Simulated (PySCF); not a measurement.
Geometries of 2 isomers of CH6GeN2, from PySCF, PBE0-D3(BJ)/def2-SVP geometry optimisation, gas phase. One conformer each, no zero-point energy, no frequencies.

Question: Which is lower in electronic energy at this level?
A.
```xyz
10
angstrom
C      1.936    0.365   -0.482
N      1.140   -0.086    0.387
Ge    -0.585   -0.613   -0.104
N     -1.866    0.277    0.844
H      1.702    0.484   -1.565
H      2.957    0.681   -0.194
H     -0.703   -2.103    0.246
H     -0.799   -0.312   -1.606
H     -1.888    1.282    0.689
H     -1.837    0.104    1.846
```
B.
```xyz
10
angstrom
N      2.261    0.128    0.354
C      1.234   -0.006   -0.381
Ge    -0.630    0.366    0.169
N     -1.786   -1.054    0.062
H      1.997    0.465    1.290
H      1.412   -0.371   -1.412
H     -0.526    0.803    1.647
H     -1.234    1.472   -0.716
H     -1.478   -1.901    0.532
H     -2.081   -1.291   -0.881
```

Answer: A. That is `C=[N][GeH2][NH2]`, 6.1 kcal/mol below the other.

```tsv
SMILES	atoms numbered as above	E (Eh)	relative (kcal/mol)	relative (kJ/mol)	dipole (D)
C=[N][GeH2][NH2]	[CH2:1]=[N:2][GeH2:3][NH2:4]	-2227.39628	0.0	0.0	1.17
[H]/N=[CH]\[GeH2][NH2]	[H]/[N:1]=[CH:2]\[GeH2:3][NH2:4]	-2227.38664	6.1	25.3	1.63
```
